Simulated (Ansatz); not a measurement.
Job for Ansatz (a quantum-chemistry and plane-wave program): R-CCSD(T)/aug-cc-pVDZ on CH3Br (SMILES CBr) with ghost functions. The run froze 15 orbitals, filled d shells among them.

Ansatz 0.2 input:
```yaml
crystal:
  periodic: [false, false, false]
  atoms:
    - {symbol: C, position_ang: [0.57890423, 1.22414859, 3.77307220]}
    - {symbol: Br, position_ang: [-0.07384951, -0.56563234, 4.22236866]}
    - {symbol: H, position_ang: [0.61472648, 1.29635068, 2.69214979]}
    - {symbol: H, position_ang: [1.56595175, 1.33215414, 4.20866277]}
    - {symbol: H, position_ang: [-0.11672252, 1.94196063, 4.19322043]}
basis:
  gaussian:
    orbitals: aug-cc-pVDZ
    ghost_atoms:
      - {symbol: C, position_ang: [0.05417364, 0.05640722, 0.16268498]}
      - {symbol: H, position_ang: [-0.12555833, -0.57143035, 1.03421359]}
      - {symbol: H, position_ang: [-0.57916204, 0.94176924, 0.21288607]}
      - {symbol: H, position_ang: [1.10137235, 0.35710060, 0.13704253]}
      - {symbol: H, position_ang: [-0.18084523, -0.50195570, -0.74246462]}
magnetization: {spin_polarized: false}
correlation: {method: ccsd_t, electrons: outside_noble_gas}
scf: {lower_state_search: off}
```

Program output:

```
WARN ansatz: RAYON_NUM_THREADS=1 ignored (pool sized by the plan → 1); use --threads N
Functional definition: HF
these checks for a lower state are left out or cut short: stability, starts, cluster_reference, orbital_swaps, neighbouring_geometries, increment
integrals: 0.36 GiB planned
1339 factors; integrals over basis functions are off by at most 1.1e-3 eV
mean field: 0.44 GiB planned
mean field evaluation 1: about -71075.5965 eV, gradient 1.5e1 eV
mean field evaluation 2: about -71075.5968 eV, gradient 1.5e1 eV
mean field evaluation 4: about -71076.2885 eV, gradient 1.9e0 eV
mean field evaluation 8: about -71076.3006 eV, gradient 5.8e-2 eV
mean field -71076.30064003 eV, -2612.0058712740 hartree, gradient 1.9e-6 eV, S^2 0.000000; 0 other end points of the search recorded, 0 dependent functions left out
15 core orbitals not correlated
reference -71076.30064003 eV, -2612.0058712740 hartree; 7, 7 occupied and 123, 123 virtual orbitals, 1339 factors
second order -7.62939953 eV of doubles, -0.00000000 eV of singles
coupled cluster: 0.82 GiB planned
cycle   1  -8.17392560 eV  change   -5.4e-1 eV  update   6.0e-2
cycle   2  -8.38441014 eV  change   -2.1e-1 eV  update   1.8e-2
cycle   3  -8.41581543 eV  change   -3.1e-2 eV  update   6.4e-3
cycle   4  -8.41561093 eV  change    2.0e-4 eV  update   1.5e-3
cycle   5  -8.41559730 eV  change    1.4e-5 eV  update   4.5e-4
cycle   6  -8.41565176 eV  change   -5.4e-5 eV  update   1.4e-4
cycle   7  -8.41567197 eV  change   -2.0e-5 eV  update   4.0e-5
cycle   8  -8.41567923 eV  change   -7.3e-6 eV  update   1.3e-5
perturbative correction -0.24937156 eV, -0.0091642358 hartree
Total energy: -71084.96569081 eV, -2612.3243060171 hartree
Checks for a lower state left out: stability, starts, cluster_reference, orbital_swaps, neighbouring_geometries, increment
```

The calculation finished and met its thresholds.

Cost: around 7 core-seconds (rough).
